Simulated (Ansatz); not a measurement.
Ansatz (a program for electronic structure) input:
A basis named .json is the Basis Set Exchange file of that set.

Ansatz 0.2 input:
```yaml
crystal:
  periodic: [false, false, false]
  atoms:
    - {symbol: C, position_ang: [1.80553310, -0.47249964, 0.61360633]}
    - {symbol: C, position_ang: [0.96135597, -0.37191107, -0.60669716]}
    - {symbol: B, position_ang: [-0.48138880, 0.13923475, -0.17261570]}
    - {symbol: O, position_ang: [-0.75676814, 1.47252745, -0.24854582]}
    - {symbol: O, position_ang: [-1.45927790, -0.68938096, 0.31884530]}
    - {symbol: H, position_ang: [2.26674471, 0.41042129, 1.03330344]}
    - {symbol: H, position_ang: [1.83617998, -1.38129895, 1.19896022]}
    - {symbol: H, position_ang: [0.88576739, -1.34223887, -1.10822574]}
    - {symbol: H, position_ang: [1.38516067, 0.34424662, -1.31558305]}
    - {symbol: H, position_ang: [-1.63477562, 1.68890365, 0.08690185]}
    - {symbol: H, position_ang: [-1.20509909, -1.61491519, 0.36387096]}
basis:
  gaussian:
    orbitals: cc-pwCVTZ.json
magnetization: {spin_polarized: true, initial_magnetization: 1}
correlation: {method: ccsd_t, frozen_orbitals: {B: 0, C: 0, H: 0, O: 0}}
```

Question: Which total energy does the run end on?

Answer: -255.04375 Eh (CCSD(T,full)/cc-pwCVTZ).

It need not be the lowest isomer of its formula.
